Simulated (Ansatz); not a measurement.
# Nudged elastic band run: C4H10OSi

The input (input.yaml):

```yaml
crystal:
  periodic: [false, false, false]
  atoms:
    - { symbol: C, position_ang: [-1.282663, -2.303275, -0.59496] }
    - { symbol: C, position_ang: [-0.552547, -1.531909, -1.431611] }
    - { symbol: O, position_ang: [0.259211, -0.484294, -1.119434] }
    - { symbol: Si, position_ang: [0.535742, 0.267838, 0.402296] }
    - { symbol: C, position_ang: [1.988287, 1.428859, 0.093263] }
    - { symbol: C, position_ang: [-1.013093, 1.194995, 0.966704] }
    - { symbol: H, position_ang: [-1.885229, -3.122856, -1.011587] }
    - { symbol: H, position_ang: [-1.296836, -2.162735, 0.496908] }
    - { symbol: H, position_ang: [-0.559705, -1.716996, -2.52199] }
    - { symbol: H, position_ang: [0.909162, -0.790463, 1.411368] }
    - { symbol: H, position_ang: [2.874657, 0.867036, -0.265391] }
    - { symbol: H, position_ang: [2.27126, 1.956904, 1.027773] }
    - { symbol: H, position_ang: [1.732217, 2.192181, -0.670067] }
    - { symbol: H, position_ang: [-1.877281, 0.512184, 1.093511] }
    - { symbol: H, position_ang: [-1.296612, 1.972649, 0.227428] }
    - { symbol: H, position_ang: [-0.829568, 1.697282, 1.940088] }
basis:
  gaussian: { orbitals: def2-SVP }
hamiltonian:
  xc: revpbe
neb:
  order_check: false
  images: 9
  f_tol: 0.03
  max_iterations: 52
  final_atoms:
    - { symbol: C, position_ang: [-1.22094463, -2.41563676, -1.68757863] }
    - { symbol: C, position_ang: [-0.66400044, -1.80383528, -0.62161217] }
    - { symbol: O, position_ang: [0.01072293, -0.619941, -0.70655878] }
    - { symbol: Si, position_ang: [0.5156525, 0.36199767, 0.60588782] }
    - { symbol: C, position_ang: [1.92924104, 1.41223476, -0.06353134] }
    - { symbol: C, position_ang: [-0.93249627, 1.41062528, 1.22095586] }
    - { symbol: H, position_ang: [-1.73127827, -3.37992956, -1.55651989] }
    - { symbol: H, position_ang: [-1.16940528, -1.97153389, -2.69324853] }
    - { symbol: H, position_ang: [-0.7165416, -2.25891896, 0.3887722] }
    - { symbol: H, position_ang: [0.98931132, -0.55294235, 1.71190592] }
    - { symbol: H, position_ang: [2.75808814, 0.77394891, -0.43144489] }
    - { symbol: H, position_ang: [2.33170401, 2.07871182, 0.72762206] }
    - { symbol: H, position_ang: [1.58507426, 2.0478003, -0.90539185] }
    - { symbol: H, position_ang: [-1.7687711, 0.77203461, 1.57321813] }
    - { symbol: H, position_ang: [-1.31992888, 2.06604865, 0.41348723] }
    - { symbol: H, position_ang: [-0.61942571, 2.05673578, 2.06833587] }
  initial_path:
    images:
      - { positions_ang: [[-1.282663, -2.303275, -0.59496], [-0.552547, -1.531909, -1.431611], [0.259211, -0.484294, -1.119434], [0.535742, 0.267838, 0.402296], [1.988287, 1.428859, 0.093263], [-1.013093, 1.194995, 0.966704], [-1.885229, -3.122856, -1.011587], [-1.296836, -2.162735, 0.496908], [-0.559705, -1.716996, -2.52199], [0.909162, -0.790463, 1.411368], [2.874657, 0.867036, -0.265391], [2.27126, 1.956904, 1.027773], [1.732217, 2.192181, -0.670067], [-1.877281, 0.512184, 1.093511], [-1.296612, 1.972649, 0.227428], [-0.829568, 1.697282, 1.940088]] }
      - { positions_ang: [[-1.37259108, -2.24765187, -0.67234898], [-0.5247656, -1.58022803, -1.3711839], [0.25954991, -0.50780132, -1.11015248], [0.57625902, 0.26686828, 0.38402667], [1.97370552, 1.45861375, 0.06913432], [-0.9796598, 1.15369969, 0.99954334], [-1.92270104, -3.10420968, -1.030187], [-1.52591406, -1.97631834, 0.22249985], [-0.39053117, -1.88013628, -2.26945596], [0.98615119, -0.77167404, 1.39263956], [2.86436646, 0.92714049, -0.29577498], [2.25749708, 1.98951723, 1.00757537], [1.67804919, 2.22175324, -0.68059178], [-1.81927782, 0.45018028, 1.15896317], [-1.30536838, 1.91055747, 0.27489193], [-0.77776742, 1.66708911, 1.96471988]] }
      - { positions_ang: [[-1.46251917, -2.19202873, -0.74973796], [-0.4969842, -1.62854706, -1.3107568], [0.25988881, -0.53130863, -1.10087096], [0.61677603, 0.26589857, 0.36575733], [1.95912405, 1.4883685, 0.04500564], [-0.94622659, 1.11240437, 1.03238267], [-1.96017308, -3.08556337, -1.048787], [-1.75499211, -1.78990167, -0.05190829], [-0.22135735, -2.04327655, -2.01692191], [1.06314039, -0.75288508, 1.37391111], [2.85407592, 0.98724499, -0.32615895], [2.24373417, 2.02213047, 0.98737774], [1.62388138, 2.25132549, -0.69111657], [-1.76127465, 0.38817657, 1.22441535], [-1.31412475, 1.84846594, 0.32235585], [-0.72596684, 1.63689622, 1.98935176]] }
      - { positions_ang: [[-1.55244725, -2.1364056, -0.82712693], [-0.4692028, -1.67686609, -1.25032971], [0.26022772, -0.55481595, -1.09158944], [0.65729305, 0.26492885, 0.347488], [1.94454257, 1.51812325, 0.02087695], [-0.91279339, 1.07110906, 1.06522201], [-1.99764513, -3.06691705, -1.06738701], [-1.98407017, -1.60348501, -0.32631644], [-0.05218352, -2.20641683, -1.76438787], [1.14012958, -0.73409613, 1.35518267], [2.84378538, 1.04734948, -0.35654293], [2.22997125, 2.0547437, 0.9671801], [1.56971356, 2.28089773, -0.70164135], [-1.70327147, 0.32617285, 1.28986752], [-1.32288113, 1.78637441, 0.36981978], [-0.67416625, 1.60670333, 2.01398363]] }
      - { positions_ang: [[-1.64237534, -2.08078247, -0.90451591], [-0.4414214, -1.72518513, -1.18990261], [0.26056662, -0.57832326, -1.08230792], [0.69781007, 0.26395913, 0.32921867], [1.9299611, 1.547878, -0.00325173], [-0.87936018, 1.02981374, 1.09806135], [-2.03511717, -3.04827073, -1.08598701], [-2.21314822, -1.41706834, -0.60072458], [0.1169903, -2.36955711, -1.51185383], [1.21711877, -0.71530717, 1.33645423], [2.83349484, 1.10745398, -0.3869269], [2.21620834, 2.08735694, 0.94698247], [1.51554575, 2.31046997, -0.71216613], [-1.6452683, 0.26416914, 1.35531969], [-1.33163751, 1.72428288, 0.41728371], [-0.62236567, 1.57651044, 2.03861551]] }
      - { positions_ang: [[-1.73230342, -2.02515934, -0.98190489], [-0.41363999, -1.77350416, -1.12947551], [0.26090553, -0.60183058, -1.0730264], [0.73832708, 0.26298942, 0.31094934], [1.91537962, 1.57763275, -0.02738041], [-0.84592698, 0.98851843, 1.13090068], [-2.07258921, -3.02962442, -1.10458701], [-2.44222628, -1.23065168, -0.87513273], [0.28616413, -2.53269739, -1.25931978], [1.29410797, -0.69651821, 1.31772579], [2.8232043, 1.16755847, -0.41731088], [2.20244542, 2.11997017, 0.92678484], [1.46137794, 2.34004221, -0.72269092], [-1.58726512, 0.20216542, 1.42077186], [-1.34039389, 1.66219134, 0.46474763], [-0.57056509, 1.54631755, 2.06324739]] }
      - { positions_ang: [[-1.63003166, -2.10325482, -1.12303964], [-0.46371208, -1.77957038, -1.02790284], [0.21086901, -0.60545266, -0.99973287], [0.69379217, 0.28279107, 0.36993703], [1.91815191, 1.54455316, -0.0346106], [-0.86324084, 1.0729398, 1.14891172], [-2.00432702, -3.09968544, -1.19497359], [-2.18766208, -1.37882812, -1.23875589], [0.08562298, -2.4779417, -0.92970138], [1.23314864, -0.66780304, 1.39656181], [2.81018107, 1.08883656, -0.42013768], [2.22829714, 2.1117185, 0.88695228], [1.4861172, 2.28159383, -0.7592311], [-1.62356632, 0.31613926, 1.45126112], [-1.33630088, 1.7429628, 0.45449555], [-0.58033722, 1.64840119, 2.06426508]] }
      - { positions_ang: [[-1.52775991, -2.1813503, -1.26417438], [-0.51378417, -1.78563661, -0.92633018], [0.16083249, -0.60907475, -0.92643935], [0.64925725, 0.30259272, 0.42892473], [1.92092419, 1.51147356, -0.04184078], [-0.8805547, 1.15736117, 1.16692275], [-1.93606484, -3.16974647, -1.28536016], [-1.93309788, -1.52700456, -1.60237905], [-0.11491817, -2.42318601, -0.60008299], [1.17218931, -0.63908787, 1.47539784], [2.79715784, 1.01011465, -0.42296449], [2.25414886, 2.10346683, 0.84711973], [1.51085647, 2.22314545, -0.79577129], [-1.65986751, 0.4301131, 1.48175037], [-1.33220788, 1.82373427, 0.44424347], [-0.59010934, 1.75048484, 2.06528278]] }
      - { positions_ang: [[-1.42548815, -2.25944579, -1.40530913], [-0.56385626, -1.79170283, -0.82475751], [0.11079597, -0.61269683, -0.85314583], [0.60472233, 0.32239437, 0.48791243], [1.92369647, 1.47839396, -0.04907097], [-0.89786856, 1.24178254, 1.18493379], [-1.86780265, -3.2398075, -1.37574674], [-1.67853368, -1.675181, -1.96600221], [-0.31545931, -2.36843033, -0.27046459], [1.11122998, -0.61037269, 1.55423387], [2.7841346, 0.93139273, -0.42579129], [2.28000057, 2.09521516, 0.80728717], [1.53559573, 2.16469707, -0.83231148], [-1.69616871, 0.54408694, 1.51223962], [-1.32811488, 1.90450573, 0.43399139], [-0.59988146, 1.85256848, 2.06630048]] }
      - { positions_ang: [[-1.32321639, -2.33754127, -1.54644388], [-0.61392835, -1.79776905, -0.72318484], [0.06075945, -0.61631892, -0.7798523], [0.56018742, 0.34219602, 0.54690013], [1.92646876, 1.44531436, -0.05630116], [-0.91518241, 1.32620391, 1.20294482], [-1.79954046, -3.30986853, -1.46613331], [-1.42396948, -1.82335745, -2.32962537], [-0.51600046, -2.31367464, 0.0591538], [1.05027065, -0.58165752, 1.6330699], [2.77111137, 0.85267082, -0.42861809], [2.30585229, 2.08696349, 0.76745462], [1.560335, 2.10624868, -0.86885166], [-1.73246991, 0.65806078, 1.54272888], [-1.32402188, 1.98527719, 0.42373931], [-0.60965359, 1.95465213, 2.06731817]] }
      - { positions_ang: [[-1.22094463, -2.41563676, -1.68757863], [-0.66400044, -1.80383528, -0.62161217], [0.01072293, -0.619941, -0.70655878], [0.5156525, 0.36199767, 0.60588782], [1.92924104, 1.41223476, -0.06353134], [-0.93249627, 1.41062528, 1.22095586], [-1.73127827, -3.37992956, -1.55651989], [-1.16940528, -1.97153389, -2.69324853], [-0.7165416, -2.25891896, 0.3887722], [0.98931132, -0.55294235, 1.71190592], [2.75808814, 0.77394891, -0.43144489], [2.33170401, 2.07871182, 0.72762206], [1.58507426, 2.0478003, -0.90539185], [-1.7687711, 0.77203461, 1.57321813], [-1.31992888, 2.06604865, 0.41348723], [-0.61942571, 2.05673578, 2.06833587]] }
```

Launched with:

```bash
$ ansatz run input.yaml --threads 2 --pin off --max-ram 3072MiB --backend cpu --events-out ev --progress --plain --runs-dir out
```

Output, in part (warnings, iteration lines, the closing report on the highest movable image, with atoms numbered from 0):

```
NEB end point (image 0): max|allowed force component| = 4.863e-3 eV/Å (the criterion of neb.relax_end_points is 1.000e-2)
NEB end point (image 10): max|allowed force component| = 9.695e-3 eV/Å (the criterion of neb.relax_end_points is 1.000e-2)
NEB iter   1: max|band force component| = 1.840e1 eV/Å  barrier→ = 7.3882 eV  barrier← = 7.3823 eV  Δτ_max = 0.1995 Å  (322 SCF iters)
NEB iter   2: max|band force component| = 4.215e0 eV/Å  barrier→ = 1.5578 eV  barrier← = 1.5519 eV  Δτ_max = 0.1421 Å  (290 SCF iters)
NEB iter   3: max|band force component| = 2.214e0 eV/Å  barrier→ = 0.5409 eV  barrier← = 0.5350 eV  Δτ_max = 0.1995 Å  (275 SCF iters)
NEB iter   4: max|band force component| = 9.240e-1 eV/Å  barrier→ = 0.1225 eV  barrier← = 0.1166 eV  Δτ_max = 0.1951 Å  (271 SCF iters)
NEB iter   5: max|band force component| = 5.534e-1 eV/Å  barrier→ = 0.0862 eV  barrier← = 0.0803 eV  Δτ_max = 0.0497 Å  (272 SCF iters)
NEB iter   6: max|band force component| = 3.071e-1 eV/Å  barrier→ = 0.0854 eV  barrier← = 0.0795 eV  CI = image 5  Δτ_max = 0.0215 Å  (283 SCF iters)
NEB iter   7: max|band force component| = 9.431e-2 eV/Å  barrier→ = 0.0852 eV  barrier← = 0.0793 eV  CI = image 5  Δτ_max = 0.0209 Å  (271 SCF iters)
NEB iter   8: max|band force component| = 6.545e-2 eV/Å  barrier→ = 0.0851 eV  barrier← = 0.0792 eV  CI = image 5  Δτ_max = 0.0249 Å  (286 SCF iters)
NEB iter   9: max|band force component| = 7.993e-2 eV/Å  barrier→ = 0.0849 eV  barrier← = 0.0790 eV  CI = image 5  Δτ_max = 0.0125 Å  (267 SCF iters)
NEB iter  10: max|band force component| = 2.795e-2 eV/Å  barrier→ = 0.0848 eV  barrier← = 0.0789 eV  CI = image 5  Δτ_max = 0.0000 Å  (557 SCF iters)
Total energy: -14225.82685235 eV, -522.7894942121 hartree
Atom 0 at    -1.682130    -1.958623    -1.071106 Å, force    -0.006620     0.005995     0.000881 eV/Å
Atom 1 at    -0.341254    -1.810201    -1.103851 Å, force     0.006359    -0.003546    -0.004769 eV/Å
Atom 2 at     0.334459    -0.627812    -0.972820 Å, force    -0.006497     0.001260     0.011643 eV/Å
Atom 3 at     0.678734     0.249224     0.457588 Å, force     0.005240    -0.006349    -0.015103 eV/Å
Atom 4 at     1.898863     1.582021    -0.080386 Å, force    -0.004971    -0.003741    -0.007284 eV/Å
Atom 5 at    -0.889085     0.982164     1.220875 Å, force     0.000388     0.002018     0.004645 eV/Å
Atom 6 at    -2.122600    -2.953696    -1.230377 Å, force     0.003239     0.000836    -0.001363 eV/Å
Atom 7 at    -2.360496    -1.107359    -0.906399 Å, force     0.001611    -0.001455    -0.002291 eV/Å
Atom 8 at     0.322449    -2.677077    -1.297424 Å, force    -0.002732     0.000521     0.004748 eV/Å
Atom 9 at     1.316512    -0.699559     1.444915 Å, force     0.003118     0.003058     0.001877 eV/Å
Atom 10 at     2.803880     1.130264    -0.535243 Å, force    -0.000767     0.001114     0.002404 eV/Å
Atom 11 at     2.218568     2.195926     0.787174 Å, force     0.001308     0.001620     0.004685 eV/Å
Atom 12 at     1.439933     2.259102    -0.830271 Å, force     0.000637     0.001128     0.001532 eV/Å
Atom 13 at    -1.607914     0.187025     1.505936 Å, force     0.000184    -0.001098    -0.001331 eV/Å
Atom 14 at    -1.397064     1.672765     0.516132 Å, force     0.001548    -0.001139    -0.000130 eV/Å
Atom 15 at    -0.635850     1.553235     2.139557 Å, force    -0.002043    -0.000221    -0.000144 eV/Å
Dipole moment:     0.011018     0.155719     0.179639 e Å
```

The forces met the threshold. A vibrational analysis at the climbing image gives one clearly imaginary mode, 61i cm⁻¹: a first-order saddle point.

Final band (atoms are numbered from 1 in the order of the input):

| image | path coordinate (Å) | energy (kcal/mol) | dihedral C1–C2–O3–Si4 (°) |
| --- | --- | --- | --- |
| 0 | 0.00 | 0.0 | -5 |
| 1 | 0.67 | 0.2 | 10 |
| 2 | 1.34 | 0.9 | 25 |
| 3 | 2.01 | 1.5 | 42 |
| 4 | 2.68 | 1.9 | 59 |
| 5 | 3.35 | 2.0 | 78 |
| 6 | 4.01 | 1.7 | 101 |
| 7 | 4.67 | 1.2 | 121 |
| 8 | 5.33 | 0.6 | 139 |
| 9 | 6.00 | 0.2 | 155 |
| 10 | 6.66 | 0.1 | 169 |

Time of the run: 5.5 min on 2 threads of Arm Neoverse V1 (shared host), peak memory 0.19 GiB.
